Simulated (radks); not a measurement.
Values are calculated unless marked as measured or tabulated.
Problem. Neutral krypton, [Kr]. Level of theory: non-relativistic Kohn-Sham, PBE, spin-polarised, spherical densities, point nucleus (a radial shooting solver on a logarithmic mesh with Libxc functionals). Every spin shell is full or empty, so the densities are truly spherical. Functionals are evaluated on that one density, not self-consistently. Rank these orbital-free kinetic functionals by their error against the exact value of the orbitals, and give that value: Thomas-Fermi, von Weizsacker, TF + vW, TF + vW/5, LC94, APBEK, revAPBEK, Perdew 92, Thakkar, Pearson, LKT, PG1.

Solution. Exact: 2751.84 hartree. From best to worst, with 100 (|E| - |E exact|)/|E exact| (equal figures are ties): LC94 +0.04, APBEK +0.12, revAPBEK +0.33, Thakkar -0.48, Perdew 92 -0.71, Pearson -1.06, TF + vW/5 +3.40, Thomas-Fermi -5.87, PG1 +17.20, LKT +21.78, TF + vW +40.47, von Weizsacker -53.66.
